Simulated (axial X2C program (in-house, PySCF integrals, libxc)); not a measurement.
**CuSn at several levels of theory**

Calculated with an in-house relativistic program for diatomic molecules. Spin-free means the one-electron spin-free X2C Hamiltonian; two-component (2c) means X2C with spin–orbit coupling and atomic mean-field two-electron Coulomb and Gaunt terms, so the difference of the two also holds small scalar two-electron terms. Basis: Sn dyall-cv3z [11s12p9d4f1g], Cu dyall-cv3z [9s9p6d3f2g] (cores contracted in-house); Gaussian nuclei, density fitting, unrestricted open shells. Masses: Sn 119.902 u, Cu 62.930 u.

State, spin-free: M_S = 1/2, Λ = 1 (beyond evenly filled blocks: π+α); electrons by block: σα: 17, σβ: 17, π+α: 9, π+β: 8, π-α: 8, π-β: 8, δ+α: 3, δ+β: 3, δ-α: 3, δ-β: 3. Fragments: Sn + Cu.

State, 2c: Ω = 1/2 (⟨Sz⟩ = -0.49, ⟨Lz⟩ = 0.99 at PBE0); electrons by block: 1/2: 26, -1/2: 25, 3/2: 11, -3/2: 11, 5/2: 3, -5/2: 3. Fragments: Sn + Cu.

```
Hamiltonian    level  Re (Å)  ωe (cm⁻¹)  ωexe (cm⁻¹)  Be (cm⁻¹)  αe (cm⁻¹)  De (eV)  D0 (eV)  k (mdyn/Å)  μ (D)
  spin-free     PBE0   2.457      214.4        0.625    0.06768   0.000296     1.94     1.92        1.12   0.78
  spin-free       HF   2.644      154.7         1.76    0.05844   0.000488      n/a      n/a       0.582   2.44
  spin-free     CCSD   2.487      207.5        0.215    0.06606   0.000249     1.80     1.79        1.05    n/a
  spin-free  CCSD(T)   2.457      217.5          n/a    0.06765   0.000272      n/a      n/a        1.15    n/a
  spin-free    PBE50   2.480      205.9        0.555    0.06641   0.000284     1.61     1.60        1.03   1.57
         2c     PBE0   2.461      212.6        0.628    0.06746   0.000298      n/a      n/a         1.1   0.74
         2c    PBE50   2.484      204.3        0.565    0.06623   0.000286      n/a      n/a        1.02   1.53
```

Correlated methods: 15 electrons correlated (number of frozen shells: Sn 4 s, 3 p, 2 d; Cu 3 s, 2 p), 309 virtual spin orbitals or spinors in MP2, 90 natural virtuals in coupled cluster.

Dipoles are positive if Cu is the positive end.

The state is one determinant whose occupation by symmetry is held fixed; it was picked as the lowest of a PBE0 search that is not exhaustive. Dissociation energies refer to the lowest single-determinant-based atoms at the same level and basis. De is not given where an atomic determinant may have missed its ground term or J level, or where the truncated virtual space spoils (T). Density functionals use the spin component along the axis (collinear). Coupled cluster ran in a truncated set of natural virtual spinors; the MP2 energy of the rest was added. (T) has no such correction and the atoms are truncated less, which lowers De at CCSD(T) by a hundredth of an eV or more. Without a current term, density functionals place determinants with orbital angular momentum somewhat too high. The determinant is spin-polarised beyond a pure state at some levels (its spin-free form has ⟨S²⟩ too high), which makes Re and μ there less reliable. The stretched end of a curve changes character and is left out. With the outer-core shells frozen, correlated bond lengths of heavy atoms tend to come out a few hundredths of an ångström too long.

No reliable constants came from CCSD (2c), CCSD(T) (2c), HF (2c), MP2 (2c), MP2 (spin-free): no minimum in range, unconverged points, a curve that is not smooth, a change of character along it, or the two Hamiltonians disagreeing along it.

Rough cost a point (2c) on 1 thread(s) of a shared host, integrals apart: PBE0 1.2 s, PBE50 1.3 s.

The whole task took 4.2 min on 1 thread of Arm Neoverse V2, on a shared host.
